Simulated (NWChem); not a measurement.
# sulfur trioxide (SO$_{3}$); SMILES O=S(=O)=O

Computed with NWChem. Pople sets run with spherical d functions. B3LYP is NWChem's, with the RPA form of VWN correlation. Each level has its own optimisation; frequencies are unscaled.

```csv
level,r O–S (Å),highest harmonic frequency (cm⁻¹),lowest (cm⁻¹),zero-point energy (kcal/mol)
Hartree-Fock/STO-3G,1.599,807,124,4.2
Hartree-Fock/3-21G,1.532,1152,352,6.4
Hartree-Fock/6-31G*,1.405,1553,562,8.6
B3LYP/6-31G*,1.453,1353,454,7.4
"LDA (Slater exchange, VWN5)/def2-SVP",1.455,1361,458,7.4
PBE/def2-SVP,1.469,1309,444,7.1
BLYP/def2-SVP,1.478,1262,428,6.9
PBE0/def2-SVP,1.441,1414,485,7.7
```
